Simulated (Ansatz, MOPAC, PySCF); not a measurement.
Dimer: C2H4 (SMILES C=C) (first 6 atoms) with C2H6O (SMILES COC); geometry from B3LYP-D3(BJ)/def2-TZVP.
(charge 0, multiplicity 1):
```xyz
15

C     -0.444     0.263     0.861
C      0.714    -0.149     0.366
H     -0.822    -0.103     1.808
H     -1.056     0.986     0.334
H      1.097     0.217    -0.580
H      1.328    -0.876     0.886
C     -0.559     1.034     4.557
O     -0.535    -0.340     4.237
C      0.772    -0.870     4.242
H      0.016     1.622     3.830
H     -0.149     1.217     5.558
H     -1.599     1.356     4.534
H      1.414    -0.355     3.516
H      0.699    -1.922     3.970
H      1.232    -0.788     5.235
```

Monomers are frozen at their geometry in the pair; levels with a basis set take the counterpoise correction. Rows marked so take none.

Rows in 6-31G* carry no dispersion term and start afresh at each structure (6-31G* with six Cartesian d functions). MP2/6-31G* freezes PySCF's default core. The state reached by PM6 isn't checked.

Programs: Ansatz (Gaussian orbitals); MOPAC for PM6 (differences of heats of formation); PySCF for 6-31G* rows. 

**Question.** One of these levels gives -113.0 meV for the interaction energy. Name it.
A. MP2/6-31G* (no counterpoise)
B. PM6
C. wB97X-V/def2-TZVPPD
D. PBE/def2-TZVPPD

**Answer.** A, MP2/6-31G* (no counterpoise). The others give -44.9 (PM6), -30.7 (PBE/def2-TZVPPD), -83.5 (wB97X-V/def2-TZVPPD)

Ansatz is an electronic-structure program.
